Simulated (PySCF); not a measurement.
B(Cl)(H)(SeH) (BClH2Se), SMILES ClB[SeH].

Geometry: B3LYP-D3(BJ)/def2-TZVP. Other conformers were not sampled.

The numbers are results of M06-2X/def2-TZVPD run with PySCF, not measurements.

Symmetry labels are those of the subgroup Cs that the program uses (full group Cs).

Computed valence orbital energies around the gap with their symmetry:
| orbital | symmetry | energy (eV) |
|---|---|---|
| HOMO−7 | A' | -21.94 |
| HOMO−6 | A' | -15.87 |
| HOMO−5 | A' | -13.49 |
| HOMO−4 | A' | -12.42 |
| HOMO−3 | A" | -11.59 |
| HOMO−2 | A' | -11.28 |
| HOMO−1 | A' | -9.81 |
| HOMO | A" | -8.92 |
| LUMO | A" | -0.68 |
| LUMO+1 | A' | -0.03 |
| LUMO+2 | A' | 0.45 |
| LUMO+3 | A' | 0.50 |
